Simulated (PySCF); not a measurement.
# Electron correlation in La⁺ (lanthanum, charge +1)

[Xe] 5d1 6p1, one real determinant (an excited configuration). All numbers are calculated (PySCF 2.14, scalar relativity by spin-free X2C-1e, in cc-pVDZ-X2C). Frozen: [Kr] 4d10; 10 electrons correlated.

| level | correlation energy (mhartree) |
| --- | --- |
| CCSD | -218.31 |
| (T) | -7.59 |
| CCSD(T) | -225.90 |

Diagnostics: T1 = 0.015, D1 = 0.0645, largest double amplitude 0.098.

The real determinant used has ⟨L²⟩ near 8 against 12 for a pure F term, so it mixes terms. Spin-orbit coupling, absent here, splits the open shell strongly.

Cost of the coupled-cluster step: about 60 core-seconds, for 10 correlated electrons.

The basis was made for the ground configuration and has no added diffuse functions, which can raise the energy of the promoted electron.

The reference is one real determinant that mixes LS terms of this configuration.
